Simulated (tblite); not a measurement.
Species: C7H7NO (charge +1 and doublet state).
Geometry (GFN2-xTB, Å), atoms numbered from 1 in this order:
```xyz
16
C7H7NO angstrom
N      0.8729    1.7580    0.8362
C      0.1234    0.8051    0.3130
C     -1.2742    1.0054    0.1020
C     -2.0579   -0.0059   -0.3906
C     -1.4954   -1.2484   -0.7083
C     -0.1296   -1.4736   -0.5198
C      0.6941   -0.4724   -0.0369
C      2.1398   -0.6913    0.1133
O      2.9194    0.1366    0.5107
H      0.4976    2.6800    1.0173
H      1.8747    1.5749    0.9694
H     -1.7047    1.9570    0.3777
H     -3.1163    0.1526   -0.5342
H     -2.1162   -2.0312   -1.1173
H      0.2933   -2.4313   -0.7862
H      2.4716   -1.7066   -0.1578
```

The geometry is computed with GFN2-xTB (gas phase). This method treats the open shell by occupation alone, without spin polarisation.

Masses are those of the commonest isotopes; rigid-rotor values at the optimised geometry. The values belong to one conformer with, in the numbering `[NH2+:1][c:2]1[cH:3][cH:4][cH:5][cH:6][c:7]1[CH:8]=[O:9]`, H–N1–C2–C3 -6° and 180°, C6–C7–C8–O9 179°.

Give the principal moments of inertia and the rotational constants in cm⁻¹.

Ia = 157.42, Ib = 339.98, Ic = 497.18 u·Å²; 505379 MHz·u·Å²/I gives 3210, 1486 and 1016 MHz, that is A = 0.10709, B = 0.04958, C = 0.03391 cm⁻¹.

What kind of rotor is it?

An asymmetric top. Ray's parameter κ = (2B − A − C)/(A − C) = -0.572; −1 is the prolate and +1 the oblate limit.

What does the inertial defect say?

Not planar: Δ = Ic − Ia − Ib = -0.22 u·Å². For a rigid frame Δ = −2 Σ m c², so Σ m c² = 0.11 u·Å² lies off the ab plane: 0.01 from hydrogen and 0.10 from heavier atoms. The atom farthest from that plane is 0.07 Å away.

Give the other two planar moments, Paa and Pbb, and the rms extents of the mass along the axes.

Paa = Σ m a² = (Ib + Ic − Ia)/2 = 339.87 and Pbb = Σ m b² = (Ia + Ic − Ib)/2 = 157.31 u·Å². With the mass M = 121.05 u, the rms extents √(P/M) along a, b and c are 1.68, 1.14, 0.03 Å.

Where do the levels up to J = 3 lie, in MHz?

Above 0(0,0):
J = 1: 1(0,1) 2503, 1(1,1) 4227, 1(1,0) 4697
J = 2: 2(0,2) 7425, 2(1,2) 8763, 2(1,1) 10173, 2(2,1) 15345, 2(2,0) 15428
J = 3: 3(0,3) 14616, 3(1,3) 15518, 3(1,2) 18329, 3(2,2) 22854, 3(2,1) 23256, 3(3,1) 32697, 3(3,0) 32706
The levels of one J sum to (2J + 1)J(J + 1)(A + B + C)/3.

For this open shell read J as N, the rotation without spin; fine and hyperfine splittings come on top. Its GFN2-xTB frequencies are all real (lowest 90 cm⁻¹). Zero-point vibration and centrifugal distortion are left out.
